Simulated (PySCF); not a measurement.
GaCl, SMILES [Cl][Ga] (connectivity only; charge and spin as stated), neutral, multiplicity 1.

Geometry optimised at PBE-D3(BJ)/def2-TZVP.

Two levels are set side by side: PBE/def2-TZVPD (PySCF) and B3LYP/def2-TZVPD (PySCF). Same geometry, gas phase. Differences are taken from unrounded values.

```tsv
quantity	PBE
orbital gap (eV)	4.10
highest occupied level (eV)	-6.57
lowest empty level (eV)	-2.46
dipole moment (D)	2.44
mean polarisability (bohr³)	50.5
```

Question: These are the PBE values. What does B3LYP give? (The exact figures need the calculation; the answer reports its results.)

Answer: 
```
quantity                     B3LYP  PBE minus B3LYP
---------------------------  -----  ---------------
orbital gap (eV)              5.43            -1.33
highest occupied level (eV)  -7.41             0.85
lowest empty level (eV)      -1.99            -0.48
dipole moment (D)             2.61            -0.18
mean polarisability (bohr³)   49.5              1.0
```

Without exact exchange PBE keeps part of each electron's self-repulsion, which lifts occupied levels and narrows the gap. Differences between two approximate levels are no errors against the true value.

Rough cost on one machine, each run with all the roots and properties that it gave: B3LYP against PBE within a factor of 2.
